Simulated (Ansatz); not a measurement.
C2H6BFGe (`C[CH]1[GeH2][B]1F`). The species carries charge 0 and has multiplicity 1. Geometry: relaxed with PBE0-D4/def2-TZVP.

```xyz
11

C    -0.163    1.028    1.194
C     0.472    0.197    0.110
Ge   -0.087   -1.564   -1.087
B     0.270    0.368   -1.353
F    -0.267    1.320   -2.094
H    -1.076    1.513    0.844
H    -0.415    0.425    2.070
H     0.521    1.817    1.524
H     1.354   -0.361    0.427
H     0.909   -2.608   -0.576
H    -1.517   -2.136   -1.061
```

Problem. What is the dipole moment at B3LYP/def2-TZVPP? (An estimate is asked.)

Solution. Computed: 1.47 D, with components (0.29, -0.78, 1.21) D in this frame, pointing from negative to positive charge.

Problem. And with PBE, r2SCAN, ωB97M-V? (Best estimate.)

Solution. Computed: PBE 1.43 D, r2SCAN 1.47 D, ωB97M-V 1.45 D.

Problem. Give the Mulliken charges with B3LYP, r2SCAN, ωB97M-V in def2-TZVPP. (An estimate is asked.)

Solution. The calculation gave: 
| atom | B3LYP | r2SCAN | ωB97M-V |
| --- | --- | --- | --- |
| C1 | -0.22 | -0.11 | -0.28 |
| C2 | -0.25 | -0.24 | -0.28 |
| Ge3 | -0.06 | -0.03 | -0.07 |
| B4 | 0.35 | 0.35 | 0.31 |
| F5 | -0.24 | -0.26 | -0.23 |
| H6 | 0.08 | 0.05 | 0.10 |
| H7 | 0.09 | 0.05 | 0.11 |
| H8 | 0.09 | 0.06 | 0.11 |
| H9 | 0.14 | 0.13 | 0.16 |
| H10 | 0.01 | 0.01 | 0.04 |
| H11 | 0.00 | -0.01 | 0.02 |

B3LYP here is the variant with VWN-RPA as its local correlation; programs differ in this.
